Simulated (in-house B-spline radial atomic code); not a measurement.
## V⁺: [Ne] 3s2 3p5 3d4 5s1 (an excited or competing configuration)

Level of theory: Dirac-Hartree-Fock, average of configuration, Fermi nucleus of rms radius 3.6002 fm; calculated with a radial B-spline atomic code at the basis-set limit.

Screening seen three ways: the hydrogenic charge with the same mean radius, Z_r = [3n² - l(l+1)]/(2<r>), the one with the same energy, Z_e = n√(-2ε), and Slater's rules. Values are occupation-weighted means over j.

```tsv
shell	electrons	ε (eV)	<r> (bohr)	Z_r	Z_e	Slater
1s	2	-5540.3	0.06638	22.60	20.18	22.70
2s	2	-672.59	0.3056	19.63	14.06	18.85
2p	6	-561.27	0.2732	18.30	12.85	18.85
3s	2	-99.871	0.9468	14.26	8.13	12.10
3p	5	-69.24	1.012	12.35	6.77	12.10
3d	4	-24.851	1.283	8.19	4.05	4.95
5s	1	-5.85	7.072	5.30	3.28	2.00
```

The least bound orbital is 5s1/2 at -5.85 eV, and it is also the most diffuse (<r> = 7.072 bohr).

Spin-orbit splittings of the orbital energies (j = l + 1/2 above j = l - 1/2 when positive): 2p 7.263 eV, 3p 0.8873 eV, 3d 0.06499 eV.

For the 1s electron the small component carries 0.681 % of the norm, the zero-frequency Breit interaction raises the level by 5.634 eV, self-energy by 2.704 eV, and vacuum polarisation lowers it by 0.2153 eV.

The density falls to 0.001 bohr⁻³ at 3.221 bohr; Σ<r²> = 73.28 bohr² gives, by the non-relativistic formula and without the paramagnetism of open shells, a Langevin diamagnetic susceptibility of -58.04×10⁻⁶ cm³/mol.
